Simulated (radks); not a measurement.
Hg XXVII, configuration [Kr] 4d10 4f8.

Method: non-relativistic Kohn-Sham, PBE, spin-polarised, spherical densities, point nucleus; open shells are filled with parallel spins first (spin-orbit coupling, left out, can overturn this in heavy ions); relativity is left out, which matters for an element this heavy; computed with a radial shooting solver on a logarithmic mesh with Libxc functionals.

Energy parts (Ry):
part                       energy
total                 -36217.6435
kinetic                36211.2295
electron-nucleus      -82949.7859
Hartree                11156.4980
exchange-correlation    -635.5851

Orbitals (lengths in bohr, moments of r in powers of bohr):
orbital  occ.  eigenvalue (Ry)      <r^2>
1s up       1        -5573.089  0.0004784
1s down     1        -5573.091  0.0004784
2s up       1        -982.2035   0.007436
2s down     1        -982.1738   0.007434
2p up       3        -947.0572   0.005483
2p down     3        -947.0404   0.005482
3s up       1        -276.1858    0.04573
3s down     1        -275.5897    0.04564
3p up       3        -259.6157    0.04205
3p down     3        -259.0783    0.04195
3d up       5        -228.7135    0.03234
3d down     5        -228.3340    0.03224
4s up       1        -101.3626     0.2032
4s down     1        -100.7021     0.2039
4p up       3        -94.08607     0.2050
4p down     3        -93.42429     0.2058
4d up       5        -80.74693     0.2051
4d down     5        -80.06836     0.2063
4f up       7        -63.03456     0.1924
4f down     1        -62.27285     0.1946

The highest occupied level is 4f down at -847.27 eV. The spin density at the nucleus is -6.33 e/bohr^3 (1s 0.02, 2s -1.79, 3s -11.99, 4s 7.43). Spin moment in Bohr magnetons: 6. For comparison, the ionisation energy in NIST's Atomic Spectra Database is 880 eV (theoretical). In exact Kohn-Sham theory the highest level is minus the ionisation energy, but local and semilocal functionals leave it too shallow, through self-interaction and a potential that decays too fast; potentials with the right tail come closer. The electron density at the nucleus is 3.674e+05 e/bohr^3.
